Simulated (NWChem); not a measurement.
Species: ZnHF; SMILES [F][ZnH]

```xyz
3

Zn     0.0000     0.0000    -0.3422
H      0.0000     0.0000    -1.8548
F      0.0000     0.0000     1.4006
```
Atoms are numbered in this order, from 1.

The geometry was optimised at PBE0/def2-SVP.

### Question
Give the principal values of the shielding tensors (ppm) of Zn1, F3 from KT2/pcSseg-1, GIAO (NWChem), with their diamagnetic and paramagnetic parts as GIAO splits them.

### Answer
| atom | σ11 | σ22 | σ33 | isotropic | diamagnetic | paramagnetic |
|---|---|---|---|---|---|---|
| Zn1 | 1395.7 | 1395.7 | 2527.4 | 1773.0 | 2524.0 | -751.0 |
| F3 | 272.0 | 272.0 | 491.5 | 345.2 | 468.6 | -123.4 |
